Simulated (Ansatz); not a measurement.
How methods differ on SnTe (SMILES [Sn][Te])

The species is SnTe (2 atoms), meant as a singlet with charge 0. As SMILES, `[Sn][Te]`. The shape is that of a PBE0-D4/def2-TZVP optimisation.

```tsv
atom	x (Å)	y (Å)	z (Å)
Sn	0.0000	0.0000	0.0094
Te	0.0000	0.0000	2.5273
```

Each level gives the energy change with the Sn1–Te2 bond stretched from 2.518 to 6.295 Å (eV). The values are calculated.

```csv
level,kind,program,value (eV),less FCI/STO-3G,CPU time (all runs)
HF/STO-3G (restricted),Hartree–Fock,Ansatz,7.55,+2.46,3.2 s
revPBE/STO-3G (restricted),GGA,Ansatz,7.22,+2.13,27 s
r2SCAN/STO-3G (restricted),meta-GGA,Ansatz,7.84,+2.75,64 s
BHLYP/STO-3G (restricted),global hybrid,Ansatz,8.27,+3.18,12 s
PBE0/STO-3G (restricted),global hybrid,Ansatz,8.58,+3.49,28 s
wB97M-V/STO-3G (restricted),range-separated hybrid,Ansatz,8.50,+3.41,63 s
RPA@PBE/STO-3G (restricted),RPA,Ansatz,3.15,-1.94,32 s
MP2/STO-3G (restricted),perturbation theory,Ansatz,8.42,+3.33,17 s
BCCD(T)/STO-3G (restricted),coupled cluster or CI,Ansatz,7.89,+2.80,8.1 s
FCI/STO-3G,exact in the basis,Ansatz,5.09,0.00,26 s
```

FCI/STO-3G is exact within its basis and frozen core, so for wave-function methods in that basis the difference is their error; functionals converge differently with the basis, so for them it is only a difference. Spin-restricted single references rise too steeply as a bond breaks. All-electron rows without a relativistic Hamiltonian named are non-relativistic. The first shape isn't each level's own minimum. The values span 3.15 to 8.58 eV. All rows use very small basis sets, so even the best lies far from the true value. In the correlated wave-function rows the outer d shell of Sn, Te is correlated, in sets not made for it. CPU times are rough (shared hosts, several kinds of processor): they show what a rung costs within a factor of a few.
